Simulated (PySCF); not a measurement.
# Computed records: CH$_{4}$AlB$_{2}$, AlBFH$_{2}$

Computed with PySCF 2.14.0. Calculation on a computer-drawn molecule: the log of a Hartree-Fock and frozen-core CCSD(T) single point meant for a local Hartree-Fock minimum, with one planted fault or none, to be diagnosed. Offsets are logged minus clean, where the clean run is the same molecule without the fault. The reference is restricted for singlets and unrestricted otherwise, and also for a bond in bohr or an excited solution. Adding or removing an electron swaps singlet and doublet. The excited solution moves the top pair (singlet) or top alpha electron (doublet) to the lowest empty orbital. Highest occupied and lowest empty are orbital energies over both spins, largest force is the largest gradient component, triples share is (T) over the correlation energy, the T1 limit is 0.02 restricted and 0.045 unrestricted, electrons count all cores, a negative frequency is imaginary (commonest isotopes), and the dipole is about the centre of nuclear charge.

Common to all runs: meant charge 1; meant multiplicity 1; meant basis cc-pV(D+d)Z; logged SCF converged yes; logged spin squared 0; logged CC converged yes; logged SCF stable within its kind yes; possible faults no fault, one electron removed, one electron added, multiplicity raised by two, geometry at a saddle point, SCF held on an excited solution, minimal basis STO-3G, one bond length entered in bohr, all coordinates scaled.

(1) CH$_{4}$AlB$_{2}$

Logged structure:
```xyz
8
CH4AlB2
B     -0.2734     2.1380    -1.2844
Al     0.2042     0.1300    -0.6348
B      0.6570    -1.7756    -0.0186
C      0.9633    -3.0648     0.3984
H     -1.3151     2.3251    -1.8287
H      0.5178     3.0033    -1.0807
H      1.8990    -3.3075     0.8952
H      0.2834    -3.8997     0.2501
```

```
logged electrons                     : 32
logged basis functions               : 28
logged highest occupied              : -11.599 eV
logged lowest empty                  : -0.7106 eV
logged largest force                 : 0.052026 hartree/bohr
logged T1 diagnostic                 : 0.011283
logged D1 diagnostic                 : 0.033347
logged triples share                 : 0.014407
logged dipole magnitude              : 3.3287 debye
logged energy HF                     : -327.20663 hartree
logged energy CCSD(T)                : -327.41658 hartree
planted fault                        : minimal basis STO-3G
HF energy offset from clean run      : 2462 kcal/mol
CCSD(T) energy offset from clean run : 2570 kcal/mol
```

Drawn bonds:
| atom | other atom | order |
| --- | --- | --- |
| 1 | 2 | 1 |
| 2 | 3 | 1 |
| 3 | 4 | 2 |
| 1 | 5 | 1 |
| 1 | 6 | 1 |
| 4 | 7 | 1 |
| 4 | 8 | 1 |

(2) AlBFH$_{2}$

Logged structure:
```xyz
5
AlBFH2
B      1.0801    -2.8664    -0.3345
Al    -0.1340    -1.4328    -1.4675
F     -1.0254    -0.3798    -2.3002
H      0.8298    -2.9507     0.8211
H      1.8985    -3.4527    -0.9605
```

```
logged electrons                     : 28
logged basis functions               : 21
logged highest occupied              : -15.946 eV
logged lowest empty                  : -0.92591 eV
logged largest force                 : 0.021727 hartree/bohr
logged T1 diagnostic                 : 0.022303
logged D1 diagnostic                 : 0.055395
logged triples share                 : 0.069518
logged dipole magnitude              : 2.4673 debye
logged energy HF                     : -362.42305 hartree
logged energy CCSD(T)                : -362.53544 hartree
planted fault                        : minimal basis STO-3G
HF energy offset from clean run      : 2852 kcal/mol
CCSD(T) energy offset from clean run : 2994 kcal/mol
```

Drawn bonds:
| atom | other atom | order |
| --- | --- | --- |
| 1 | 2 | 1 |
| 2 | 3 | 1 |
| 1 | 4 | 1 |
| 1 | 5 | 1 |

Notes: T1 above single-reference limit.
